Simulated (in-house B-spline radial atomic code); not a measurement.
Removal energies of one electron outside the [Ne] 3s2 core along the 13-electron series, with the parts due to correlation (partial-wave tail included) and to Breit and QED terms, both contained in the total; recoil is left out. Computed with a B-spline radial code for spherical atoms: frozen-core Dirac-Hartree-Fock with a screened correlation potential.

```tsv
ion	Z	removal energy of 3p1/2 (eV)	correlation part of 3p1/2 (eV)	Breit and QED part of 3p1/2 (eV)	removal energy of 3p3/2 (eV)	correlation part of 3p3/2 (eV)	Breit and QED part of 3p3/2 (eV)
Zn17+	30	617.79	1.8822	-0.31044	612.87	1.9278	-0.19835
Ga18+	31	682.05	1.9137	-0.35695	676.25	1.968	-0.22927
Ge19+	32	?	?	?	?	?	?
As20+	33	820.12	1.9715	-0.4635	812.2	2.0458	-0.30028
Se21+	34	893.94	1.9966	-0.52398	884.77	2.0825	-0.34064
Br22+	35	?	?	?	?	?	?
Kr23+	36	1051.27	2.0439	-0.66057	1039.15	2.156	-0.43179
Rb24+	37	1134.79	2.0637	-0.73711	1120.95	2.1906	-0.48288
Sr25+	38	1221.57	2.0829	-0.81953	1205.83	2.2257	-0.53782
Zr27+	40	1404.99	2.1161	-1.0028	1384.87	2.2938	-0.65988
Nb28+	41	?	?	?	?	?	?
Mo29+	42	1601.67	2.1398	-1.2126	1576.28	2.3572	-0.79913
```

Fill in the row of Ge19+.

removal energy of 3p1/2 (eV): 749.49; correlation part of 3p1/2 (eV): 1.9431; Breit and QED part of 3p1/2 (eV): -0.40789; removal energy of 3p3/2 (eV): 742.69; correlation part of 3p3/2 (eV): 2.007; Breit and QED part of 3p3/2 (eV): -0.26319.

Fill in the row of Br22+.

removal energy of 3p1/2 (eV): 970.99; correlation part of 3p1/2 (eV): 2.0204; Breit and QED part of 3p1/2 (eV): -0.58959; removal energy of 3p3/2 (eV): 960.42; correlation part of 3p3/2 (eV): 2.1191; Breit and QED part of 3p3/2 (eV): -0.38442.

Fill in the row of Nb28+.

removal energy of 3p1/2 (eV): 1501.66; correlation part of 3p1/2 (eV): 2.1287; Breit and QED part of 3p1/2 (eV): -1.1043; removal energy of 3p3/2 (eV): 1479.02; correlation part of 3p3/2 (eV): 2.3256; Breit and QED part of 3p3/2 (eV): -0.72728.
